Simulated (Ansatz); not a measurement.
`C#[C][AlH][GeH3]` and `C#[C][AlH][NH2]` differ in one atom or group.

Ansatz, PBE0-D4/def2-TZVP geometries, multiplicity 1. Each molecule was computed in one conformer, which needn't be the lowest.

Scalar relativity is left out up to krypton.

```
                                          property  `C#[C][AlH][GeH3]`
                 HOMO energy (PBE/def2-TZVPP) / eV               -6.47
size of the dipole moment (ωB97M-V/def2-TZVPP) / D                0.84
               HOMO energy (B3LYP/def2-TZVPP) / eV               -7.35
    size of the dipole moment (PBE/def2-TZVPP) / D                0.78
             LUMO energy (ωB97M-V/def2-TZVPP) / eV               -0.45
             HOMO energy (ωB97M-V/def2-TZVPP) / eV               -9.56
```

**Question.** Give the same properties after the change, and the shifts. (Estimate.)

**Answer.** Computed: 
```json
{"property": "HOMO energy (PBE/def2-TZVPP) / eV", "`C#[C][AlH][NH2]`": "-6.22", "shift": "0.25"}
{"property": "size of the dipole moment (ωB97M-V/def2-TZVPP) / D", "`C#[C][AlH][NH2]`": "1.09", "shift": "0.25"}
{"property": "HOMO energy (B3LYP/def2-TZVPP) / eV", "`C#[C][AlH][NH2]`": "-7.31", "shift": "0.04"}
{"property": "size of the dipole moment (PBE/def2-TZVPP) / D", "`C#[C][AlH][NH2]`": "1.21", "shift": "0.43"}
{"property": "LUMO energy (ωB97M-V/def2-TZVPP) / eV", "`C#[C][AlH][NH2]`": "0.82", "shift": "1.27"}
{"property": "HOMO energy (ωB97M-V/def2-TZVPP) / eV", "`C#[C][AlH][NH2]`": "-9.92", "shift": "-0.36"}
```

Dipoles are sizes alone; their direction can turn.

B3LYP here is the variant with VWN-RPA as its local correlation; programs differ in this.
